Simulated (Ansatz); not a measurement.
Relaxation of the cluster Cs₃Ge₃Br₉ (charge 0, singlet) with RKS PBE-D4/def2-SVP in Ansatz.

Positions (Å) and forces (eV/Å) at steps 24, 25, 26, 27, 28, 29, 30, 31, 32, 33, 34, 35, 36, 37, 38, 39, 40, 41, 42, 43 of 59:

```xyz
15
step=24 energy=-801420.8272 eV
Cs   -1.542    3.456    0.063   -0.020   -0.002    0.002
Cs    1.456   -1.105    1.182    0.006    0.009    0.003
Cs    4.718    2.249   -1.362   -0.014    0.023    0.004
Ge   -5.560    0.573    1.065   -0.045   -0.008   -0.012
Ge    4.911   -1.422   -0.385    0.041   -0.048    0.050
Ge   -2.407   -0.506   -0.871   -0.032    0.010    0.005
Br   -1.930    0.211    1.561    0.003    0.001    0.007
Br   -4.777    2.200   -0.716    0.031    0.021   -0.009
Br    7.037   -0.540   -1.339   -0.032   -0.019    0.006
Br    5.594   -3.361    0.882    0.000    0.056   -0.036
Br    4.801    0.256    1.596   -0.010   -0.017   -0.031
Br   -7.839    0.346    0.349    0.030    0.001    0.011
Br   -1.120   -2.607   -0.862    0.017   -0.025    0.000
Br   -4.656   -1.600   -0.277   -0.001    0.000   -0.002
Br    1.314    1.850   -0.889    0.025    0.000    0.003
15
step=25 energy=-801420.8298 eV
Cs   -1.568    3.480    0.064   -0.023   -0.005   -0.001
Cs    1.449   -1.051    1.241    0.010    0.012   -0.001
Cs    4.723    2.245   -1.343   -0.018    0.023    0.006
Ge   -5.571    0.568    1.047   -0.053   -0.016   -0.031
Ge    4.891   -1.461   -0.385    0.099   -0.057    0.074
Ge   -2.399   -0.500   -0.860   -0.020    0.012    0.004
Br   -1.951    0.238    1.572    0.002   -0.001    0.006
Br   -4.789    2.191   -0.738    0.039    0.023   -0.005
Br    6.986   -0.566   -1.415   -0.071   -0.030    0.022
Br    5.652   -3.386    0.862   -0.018    0.084   -0.057
Br    4.835    0.227    1.598   -0.018   -0.029   -0.050
Br   -7.838    0.317    0.305    0.026    0.003    0.021
Br   -1.089   -2.588   -0.825    0.011   -0.019    0.001
Br   -4.645   -1.607   -0.284    0.005    0.002    0.007
Br    1.313    1.892   -0.840    0.030   -0.001    0.004
15
step=26 energy=-801420.8346 eV
Cs   -1.598    3.503    0.074   -0.023   -0.007   -0.002
Cs    1.439   -0.980    1.320    0.011    0.013   -0.009
Cs    4.732    2.257   -1.313   -0.018    0.016    0.008
Ge   -5.593    0.568    1.014   -0.041   -0.017   -0.046
Ge    4.868   -1.523   -0.382    0.167   -0.062    0.080
Ge   -2.390   -0.499   -0.843    0.005   -0.001    0.024
Br   -1.984    0.265    1.591    0.006    0.002   -0.004
Br   -4.794    2.180   -0.775    0.035    0.016    0.003
Br    6.901   -0.596   -1.531   -0.122   -0.049    0.054
Br    5.748   -3.419    0.836   -0.039    0.126   -0.082
Br    4.873    0.189    1.588   -0.022   -0.045   -0.061
Br   -7.845    0.293    0.236    0.020    0.003    0.021
Br   -1.050   -2.573   -0.767   -0.008    0.007    0.001
Br   -4.630   -1.616   -0.285   -0.002   -0.001    0.009
Br    1.322    1.952   -0.764    0.031   -0.001    0.004
15
step=27 energy=-801420.8396 eV
Cs   -1.634    3.529    0.093   -0.015   -0.006   -0.005
Cs    1.430   -0.895    1.405    0.010    0.011   -0.017
Cs    4.745    2.287   -1.270   -0.005   -0.006    0.008
Ge   -5.619    0.569    0.960   -0.040   -0.017   -0.053
Ge    4.839   -1.616   -0.382    0.308   -0.071    0.097
Ge   -2.390   -0.500   -0.801    0.051   -0.030    0.014
Br   -2.021    0.301    1.630   -0.005   -0.013   -0.020
Br   -4.786    2.166   -0.832    0.022   -0.008    0.016
Br    6.781   -0.631   -1.676   -0.203   -0.073    0.104
Br    5.894   -3.449    0.809   -0.096    0.190   -0.134
Br    4.913    0.134    1.561   -0.039   -0.059   -0.072
Br   -7.850    0.271    0.137    0.014    0.007    0.020
Br   -1.020   -2.560   -0.687   -0.024    0.047    0.009
Br   -4.623   -1.642   -0.283    0.000    0.026    0.026
Br    1.341    2.037   -0.662    0.023    0.002    0.005
15
step=28 energy=-801420.8454 eV
Cs   -1.653    3.532    0.096   -0.007   -0.004   -0.001
Cs    1.429   -0.869    1.417    0.012    0.009   -0.013
Cs    4.746    2.303   -1.252    0.004   -0.020    0.007
Ge   -5.652    0.575    0.948    0.001   -0.008   -0.049
Ge    4.852   -1.659   -0.361    0.234   -0.076    0.038
Ge   -2.373   -0.496   -0.804    0.017   -0.029    0.064
Br   -2.034    0.302    1.633    0.017    0.006   -0.032
Br   -4.785    2.149   -0.849    0.003    0.005    0.012
Br    6.726   -0.646   -1.730   -0.177   -0.063    0.119
Br    5.972   -3.469    0.801   -0.076    0.194   -0.112
Br    4.916    0.119    1.554   -0.010   -0.054   -0.045
Br   -7.877    0.273    0.109    0.031    0.000    0.008
Br   -1.009   -2.558   -0.667   -0.027    0.047    0.001
Br   -4.608   -1.627   -0.265   -0.030   -0.010   -0.001
Br    1.349    2.071   -0.629    0.010    0.004    0.004
15
step=29 energy=-801420.8610 eV
Cs   -1.685    3.545    0.105    0.012    0.001    0.000
Cs    1.433   -0.835    1.408   -0.003    0.007   -0.002
Cs    4.742    2.327   -1.211    0.026   -0.035    0.002
Ge   -5.667    0.586    0.918   -0.020   -0.004   -0.048
Ge    4.867   -1.753   -0.330    0.170   -0.084   -0.014
Ge   -2.395   -0.497   -0.771    0.020   -0.012    0.030
Br   -2.038    0.318    1.657   -0.015   -0.002   -0.034
Br   -4.780    2.141   -0.889   -0.002   -0.005    0.017
Br    6.610   -0.673   -1.803   -0.126   -0.024    0.079
Br    6.167   -3.456    0.789   -0.063    0.139   -0.073
Br    4.919    0.069    1.535    0.006   -0.010    0.008
Br   -7.876    0.276    0.046    0.015    0.004    0.017
Br   -1.021   -2.547   -0.626   -0.016    0.011   -0.002
Br   -4.633   -1.637   -0.251    0.006    0.007    0.014
Br    1.358    2.135   -0.578   -0.010    0.009    0.005
15
step=30 energy=-801420.8677 eV
Cs   -1.698    3.570    0.112    0.012    0.003    0.003
Cs    1.423   -0.807    1.388   -0.011    0.005    0.015
Cs    4.747    2.326   -1.161    0.038   -0.025    0.003
Ge   -5.699    0.590    0.873    0.016    0.037    0.090
Ge    4.873   -1.839   -0.320    0.222   -0.128    0.073
Ge   -2.389   -0.502   -0.766   -0.055    0.009    0.037
Br   -2.059    0.339    1.653    0.027   -0.004   -0.029
Br   -4.771    2.152   -0.907   -0.032   -0.029   -0.028
Br    6.503   -0.699   -1.858   -0.085    0.010    0.012
Br    6.350   -3.393    0.796   -0.104    0.084   -0.103
Br    4.924   -0.006    1.529   -0.037    0.050    0.009
Br   -7.915    0.282    0.023    0.030   -0.006   -0.041
Br   -1.032   -2.557   -0.610    0.017   -0.006    0.008
Br   -4.619   -1.647   -0.208   -0.021   -0.002   -0.056
Br    1.364    2.191   -0.545   -0.017    0.003    0.007
15
step=31 energy=-801420.8816 eV
Cs   -1.722    3.583    0.105    0.016    0.000   -0.002
Cs    1.413   -0.783    1.380   -0.030    0.004    0.014
Cs    4.750    2.341   -1.118    0.038   -0.018   -0.001
Ge   -5.702    0.611    0.894   -0.009   -0.001   -0.060
Ge    4.936   -1.921   -0.272    0.132   -0.219    0.040
Ge   -2.418   -0.513   -0.758   -0.058    0.051   -0.014
Br   -2.074    0.353    1.646    0.009   -0.011   -0.001
Br   -4.774    2.127   -0.927   -0.011    0.001    0.016
Br    6.380   -0.709   -1.937   -0.024    0.006    0.035
Br    6.541   -3.391    0.795   -0.111    0.166   -0.119
Br    4.911   -0.041    1.529    0.020    0.060    0.036
Br   -7.889    0.288   -0.024   -0.008    0.010    0.022
Br   -1.049   -2.555   -0.585    0.017   -0.047    0.014
Br   -4.670   -1.631   -0.220    0.039   -0.006    0.009
Br    1.368    2.241   -0.510   -0.019    0.005    0.010
15
step=32 energy=-801420.8892 eV
Cs   -1.730    3.589    0.097    0.021    0.001   -0.002
Cs    1.398   -0.766    1.390   -0.020    0.004    0.003
Cs    4.766    2.355   -1.088    0.036   -0.050    0.005
Ge   -5.718    0.617    0.869   -0.024    0.004   -0.025
Ge    4.969   -2.004   -0.237    0.259   -0.154    0.031
Ge   -2.447   -0.506   -0.757   -0.037    0.005    0.006
Br   -2.089    0.362    1.641   -0.010    0.012    0.001
Br   -4.778    2.130   -0.949   -0.014   -0.009    0.006
Br    6.290   -0.724   -1.969   -0.067   -0.030    0.054
Br    6.726   -3.361    0.761   -0.205    0.212   -0.129
Br    4.904   -0.075    1.518    0.019    0.016    0.038
Br   -7.906    0.300   -0.047   -0.003    0.009    0.014
Br   -1.080   -2.548   -0.547    0.032   -0.050   -0.011
Br   -4.688   -1.643   -0.210    0.035    0.025   -0.003
Br    1.383    2.275   -0.471   -0.023    0.006    0.011
15
step=33 energy=-801420.8490 eV rejected
Cs   -1.719    3.589    0.060   -0.008   -0.001   -0.011
Cs    1.342   -0.740    1.422    0.093   -0.001   -0.016
Cs    4.814    2.275   -1.033   -0.014    0.008    0.023
Ge   -5.734    0.633    0.855   -0.049    0.007    0.035
Ge    5.038   -2.086   -0.198   -0.888    0.633   -0.377
Ge   -2.454   -0.523   -0.766    0.145   -0.080    0.000
Br   -2.112    0.377    1.625   -0.026   -0.001   -0.008
Br   -4.830    2.154   -0.953    0.041    0.012   -0.026
Br    6.192   -0.759   -2.026   -0.021   -0.044    0.020
Br    6.839   -3.221    0.674    0.879   -0.512    0.421
Br    4.899   -0.100    1.579   -0.006   -0.097   -0.066
Br   -7.935    0.304   -0.031    0.021   -0.001    0.006
Br   -1.065   -2.585   -0.539   -0.104    0.140   -0.012
Br   -4.681   -1.625   -0.233   -0.057   -0.063    0.004
Br    1.404    2.306   -0.435   -0.007   -0.002    0.007
15
step=34 energy=-801420.9025 eV
Cs   -1.727    3.592    0.085    0.008   -0.001   -0.005
Cs    1.384   -0.759    1.396    0.005    0.004    0.001
Cs    4.782    2.319   -1.062    0.018   -0.023    0.010
Ge   -5.731    0.625    0.867   -0.008    0.001   -0.017
Ge    4.981   -2.033   -0.229    0.055    0.032   -0.014
Ge   -2.447   -0.514   -0.757    0.007    0.006   -0.013
Br   -2.095    0.371    1.636   -0.008   -0.003    0.004
Br   -4.788    2.127   -0.952   -0.005    0.007    0.000
Br    6.247   -0.744   -1.994   -0.055   -0.018    0.028
Br    6.781   -3.287    0.736    0.007    0.008   -0.008
Br    4.907   -0.097    1.544   -0.009   -0.007   -0.013
Br   -7.921    0.306   -0.044    0.002    0.005    0.008
Br   -1.072   -2.560   -0.552   -0.010    0.001    0.002
Br   -4.689   -1.632   -0.217    0.005   -0.014    0.010
Br    1.387    2.286   -0.456   -0.009    0.002    0.008
15
step=35 energy=-801420.9061 eV
Cs   -1.729    3.592    0.074    0.002    0.000   -0.004
Cs    1.374   -0.751    1.399    0.013   -0.001   -0.004
Cs    4.798    2.305   -1.030    0.009   -0.015    0.011
Ge   -5.742    0.631    0.848   -0.007    0.016    0.028
Ge    5.019   -2.062   -0.209   -0.028    0.038   -0.026
Ge   -2.453   -0.514   -0.763    0.005   -0.028    0.017
Br   -2.109    0.374    1.629    0.003    0.009   -0.004
Br   -4.801    2.139   -0.965    0.002   -0.008   -0.011
Br    6.175   -0.758   -2.044   -0.035   -0.029    0.066
Br    6.874   -3.257    0.722    0.038    0.024   -0.008
Br    4.901   -0.117    1.561    0.016   -0.020   -0.036
Br   -7.938    0.317   -0.050    0.009   -0.005   -0.008
Br   -1.082   -2.564   -0.542   -0.009    0.024   -0.007
Br   -4.684   -1.639   -0.201   -0.016   -0.003   -0.022
Br    1.396    2.306   -0.431   -0.002   -0.002    0.007
15
step=36 energy=-801420.9113 eV
Cs   -1.732    3.592    0.052   -0.001   -0.001   -0.006
Cs    1.366   -0.743    1.405    0.015   -0.001   -0.008
Cs    4.816    2.290   -0.992    0.001   -0.010    0.008
Ge   -5.749    0.646    0.848   -0.011   -0.006   -0.016
Ge    5.038   -2.115   -0.185    0.112    0.080   -0.005
Ge   -2.473   -0.520   -0.758    0.026   -0.019   -0.009
Br   -2.119    0.384    1.626   -0.011    0.000    0.003
Br   -4.810    2.134   -0.983    0.010    0.001    0.003
Br    6.093   -0.780   -2.069   -0.074   -0.058    0.085
Br    7.001   -3.191    0.688   -0.051    0.041   -0.030
Br    4.903   -0.149    1.569   -0.002   -0.054   -0.050
Br   -7.939    0.323   -0.060   -0.004    0.004    0.008
Br   -1.091   -2.564   -0.531   -0.021    0.024   -0.002
Br   -4.712   -1.634   -0.211    0.004    0.003    0.011
Br    1.408    2.326   -0.400    0.007   -0.003    0.006
15
step=37 energy=-801420.9149 eV
Cs   -1.728    3.595    0.024   -0.005   -0.003   -0.003
Cs    1.360   -0.741    1.404    0.010    0.000   -0.009
Cs    4.841    2.274   -0.939   -0.007    0.003    0.004
Ge   -5.767    0.658    0.833    0.011   -0.018    0.014
Ge    5.062   -2.171   -0.153    0.229    0.115    0.014
Ge   -2.484   -0.518   -0.767    0.027   -0.031    0.015
Br   -2.128    0.394    1.614   -0.006    0.008   -0.004
Br   -4.810    2.126   -1.003   -0.004    0.010   -0.011
Br    5.973   -0.808   -2.098   -0.090   -0.087    0.097
Br    7.136   -3.108    0.646   -0.138    0.054   -0.051
Br    4.905   -0.184    1.582   -0.017   -0.085   -0.054
Br   -7.962    0.332   -0.060    0.006    0.004   -0.010
Br   -1.108   -2.564   -0.520   -0.011    0.024   -0.010
Br   -4.716   -1.633   -0.203   -0.022    0.010    0.005
Br    1.425    2.347   -0.360    0.016   -0.003    0.003
15
step=38 energy=-801420.9183 eV
Cs   -1.729    3.592   -0.006   -0.007   -0.005   -0.005
Cs    1.358   -0.743    1.397    0.002    0.000   -0.011
Cs    4.859    2.257   -0.888   -0.009    0.013   -0.004
Ge   -5.763    0.675    0.837   -0.003   -0.026   -0.043
Ge    5.101   -2.200   -0.118    0.223    0.070    0.009
Ge   -2.497   -0.531   -0.762    0.037    0.000   -0.022
Br   -2.132    0.405    1.608   -0.009   -0.012    0.001
Br   -4.821    2.123   -1.021    0.020    0.016    0.011
Br    5.833   -0.836   -2.145   -0.061   -0.095    0.149
Br    7.248   -3.040    0.616   -0.184    0.098   -0.083
Br    4.903   -0.210    1.610    0.007   -0.084   -0.061
Br   -7.950    0.346   -0.072   -0.014    0.005    0.016
Br   -1.111   -2.571   -0.524   -0.023    0.020    0.008
Br   -4.737   -1.628   -0.208   -0.001    0.002    0.034
Br    1.439    2.363   -0.326    0.022   -0.002    0.002
15
step=39 energy=-801420.9249 eV
Cs   -1.720    3.588   -0.019   -0.006   -0.004   -0.003
Cs    1.355   -0.749    1.387    0.003    0.001   -0.010
Cs    4.874    2.256   -0.862   -0.005    0.006   -0.006
Ge   -5.763    0.677    0.820   -0.005   -0.006    0.011
Ge    5.109   -2.222   -0.092    0.187    0.083   -0.016
Ge   -2.498   -0.533   -0.770    0.023   -0.015    0.007
Br   -2.136    0.404    1.601    0.004   -0.004   -0.011
Br   -4.820    2.134   -1.030    0.016   -0.002   -0.005
Br    5.751   -0.856   -2.146   -0.061   -0.083    0.135
Br    7.299   -2.984    0.582   -0.146    0.070   -0.056
Br    4.900   -0.225    1.621    0.005   -0.075   -0.044
Br   -7.959    0.354   -0.072   -0.002   -0.002   -0.002
Br   -1.120   -2.578   -0.522   -0.013    0.022    0.000
Br   -4.729   -1.635   -0.190   -0.017    0.010   -0.001
Br    1.455    2.369   -0.309    0.017    0.000    0.001
15
step=40 energy=-801420.9365 eV
Cs   -1.697    3.577   -0.048    0.000   -0.004    0.003
Cs    1.361   -0.764    1.356    0.003    0.001   -0.010
Cs    4.905    2.258   -0.810    0.008   -0.020   -0.010
Ge   -5.773    0.690    0.816    0.022   -0.017    0.022
Ge    5.129   -2.258   -0.034    0.078    0.063   -0.049
Ge   -2.498   -0.540   -0.790    0.000   -0.003    0.040
Br   -2.129    0.398    1.580    0.011    0.011   -0.018
Br   -4.798    2.119   -1.040   -0.015    0.016   -0.019
Br    5.561   -0.899   -2.142   -0.046   -0.046    0.107
Br    7.389   -2.865    0.520   -0.047    0.030   -0.026
Br    4.901   -0.254    1.648    0.003   -0.029   -0.006
Br   -7.973    0.365   -0.067    0.015    0.006   -0.015
Br   -1.137   -2.588   -0.521   -0.004   -0.004   -0.012
Br   -4.735   -1.620   -0.187   -0.031   -0.010   -0.008
Br    1.494    2.382   -0.282    0.003    0.007    0.001
15
step=41 energy=-801420.9455 eV
Cs   -1.686    3.567   -0.074    0.007    0.002   -0.001
Cs    1.366   -0.778    1.312    0.005    0.004   -0.015
Cs    4.929    2.251   -0.762    0.020   -0.043   -0.016
Ge   -5.732    0.691    0.804   -0.066    0.018   -0.001
Ge    5.144   -2.291    0.028    0.149    0.049   -0.087
Ge   -2.522   -0.558   -0.772    0.014   -0.010   -0.027
Br   -2.115    0.405    1.580   -0.016   -0.023   -0.015
Br   -4.806    2.147   -1.059    0.031   -0.032    0.010
Br    5.372   -0.947   -2.124   -0.062   -0.036    0.123
Br    7.478   -2.738    0.441   -0.095    0.026   -0.022
Br    4.901   -0.284    1.683   -0.005    0.000    0.021
Br   -7.933    0.389   -0.086   -0.006    0.000    0.020
Br   -1.160   -2.607   -0.527    0.003   -0.004    0.004
Br   -4.761   -1.650   -0.186    0.029    0.043    0.003
Br    1.524    2.402   -0.257   -0.009    0.007    0.004
15
step=42 energy=-801420.9593 eV
Cs   -1.670    3.555   -0.092    0.007    0.003    0.004
Cs    1.380   -0.786    1.262    0.001    0.005   -0.020
Cs    4.957    2.233   -0.723    0.027   -0.054   -0.021
Ge   -5.761    0.706    0.809    0.007    0.023   -0.008
Ge    5.180   -2.301    0.083    0.151   -0.028   -0.102
Ge   -2.506   -0.574   -0.804   -0.038    0.018    0.030
Br   -2.106    0.386    1.550    0.015   -0.005   -0.024
Br   -4.790    2.129   -1.060   -0.004   -0.015    0.008
Br    5.183   -0.989   -2.110   -0.025   -0.026    0.175
Br    7.557   -2.642    0.387   -0.152    0.071   -0.048
Br    4.906   -0.303    1.731    0.015    0.032    0.021
Br   -7.965    0.412   -0.077    0.019   -0.005    0.001
Br   -1.163   -2.630   -0.541   -0.004   -0.013   -0.001
Br   -4.756   -1.621   -0.174   -0.005   -0.013   -0.022
Br    1.555    2.426   -0.242   -0.014    0.007    0.006
15
step=43 energy=-801420.9758 eV
Cs   -1.652    3.551   -0.103    0.014    0.004    0.006
Cs    1.394   -0.795    1.198    0.004    0.008   -0.035
Cs    4.988    2.216   -0.689    0.030   -0.073   -0.022
Ge   -5.759    0.719    0.814    0.026   -0.014   -0.036
Ge    5.199   -2.353    0.152    0.329    0.114   -0.160
Ge   -2.520   -0.579   -0.819   -0.030    0.012    0.023
Br   -2.088    0.379    1.529    0.000    0.001   -0.016
Br   -4.762    2.109   -1.068   -0.033    0.009    0.008
Br    5.001   -1.038   -2.045   -0.052   -0.080    0.218
Br    7.626   -2.497    0.304   -0.277    0.032   -0.039
Br    4.916   -0.332    1.762   -0.019   -0.003    0.041
Br   -7.963    0.419   -0.069    0.016    0.016    0.001
Br   -1.190   -2.643   -0.547    0.004   -0.028   -0.007
Br   -4.778   -1.611   -0.188    0.005   -0.005    0.011
Br    1.587    2.454   -0.230   -0.016    0.009    0.008
```

In the def2 sets Cs takes a core potential; there is no spin–orbit coupling. Single mean-field runs in def2-SVP are fitted with def2-universal-jkfit. Another isomer (singlet) lies 0.34 eV lower at PBE0-D4/def2-TZVP; other spin states weren't run for this one.
